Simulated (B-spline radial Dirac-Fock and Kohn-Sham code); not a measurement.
# Binding energies of Os¹⁴⁺

System: the Os¹⁴⁺ ion in the configuration [Kr] 4d10 4f14 5s2; nuclear rms radius 5.4126 fm (A = 192).

Input file task.json (cfg lists n, l and occupation; rrms is the nuclear radius in fm):

```json
{"items": [{
  "Z": 76,
  "q": 14,
  "cfg": [[1, 0, 2], [2, 0, 2], [2, 1, 6], [3, 0, 2], [3, 1, 6], [3, 2, 10], [4, 0, 2], [4, 1, 6], [4, 2, 10], [4, 3, 14], [5, 0, 2]],
  "A": 192,
  "rrms": 5.4126,
  "do": ["binding"]
}]}
```

Launch: `python xray_run.py task.json out`

The computed values come from an atomic code on a B-spline grid: Dirac-Fock energy differences between relaxed states, corrected for Breit and QED terms. No correlation. Energies are counted from the vacuum level.

All terms are in eV, carry their sign (relaxation lowers the binding energy) and add up to the binding energy; ⟨r⟩ is the mean radius of the orbital in the initial state.

```csv
subshell,−ε (Koopmans),relaxation,Gaunt,retardation,self-energy,vacuum polarisation,binding energy,⟨r⟩ (bohr)
K,74633.9,-81.78,-275.44,25.24,-163.48,31.94,74170.3,0.018
L1,13366.0,-46.20,-30.50,2.19,-23.86,4.38,13272.0,0.074
L2,12782.1,-50.75,-52.46,5.58,-0.33,0.21,12684.3,0.061
L3,11247.3,-47.46,-35.81,7.69,-1.82,-0.16,11169.8,0.070
M1,3381.3,-23.26,-5.62,0.37,-5.50,0.98,3348.3,0.193
M2,3121.2,-24.33,-9.88,0.93,-0.19,0.05,3087.8,0.183
M3,2781.4,-22.59,-6.46,1.47,-0.46,-0.04,2753.3,0.198
M4,2352.8,-25.32,-4.36,0.41,0.39,-0.05,2323.9,0.173
M5,2279.9,-24.70,-2.99,0.44,0.19,-0.05,2252.8,0.178
N1,957.8,-6.52,-1.28,0.10,-1.34,0.24,949.0,0.431
N2,847.0,-6.46,-2.19,0.22,-0.03,0.01,838.6,0.436
N3,766.2,-5.50,-1.35,0.34,-0.09,-0.01,759.5,0.467
N4,585.6,-5.33,-0.71,0.08,0.10,-0.01,579.7,0.478
N5,570.4,-5.02,-0.43,0.08,0.06,-0.01,565.0,0.489
N6,338.5,-4.72,0.00,-0.02,0.07,-0.01,333.8,0.521
N7,335.5,-4.56,0.11,-0.02,0.05,-0.01,331.1,0.527
O1,342.9,-0.52,-0.31,0.03,-0.31,0.05,341.9,0.930
```

For the deepest level, K (1s), the Breit terms make up -0.337 % of the binding energy, QED -0.177 % and orbital relaxation -0.110 %.

Going to the tabulated ground configuration of the next ion removes an electron from N7 (4f7/2), computed at 331.1 eV. NIST lists 322 ± 16 eV as the ionisation energy of this species (theoretical), -9.06 eV from the computed value, within the stated uncertainty.
